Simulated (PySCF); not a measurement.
SiI2, optimised at PBE0/def2-TZVP:

```xyz
3

Si     0.0469     0.0998     0.1669
I      0.9276     0.3482    -2.1322
I     -1.3512    -1.9358     0.0081
```

Method: PySCF energies (xtb for GFN2) plus ideal-gas RRHO corrections (1 bar). All species are closed-shell singlets. I: scalar-relativistic def2 core potential, no spin-orbit coupling.

Question: List the harmonic frequencies (cm⁻¹, unscaled) at this level and at the other levels, each on its own geometry.

Answer: 
- PBE0/def2-TZVP: 87, 342, 348
- GFN2-xTB: 87, 343, 374
- PBE/def2-SVP: 82, 326, 336
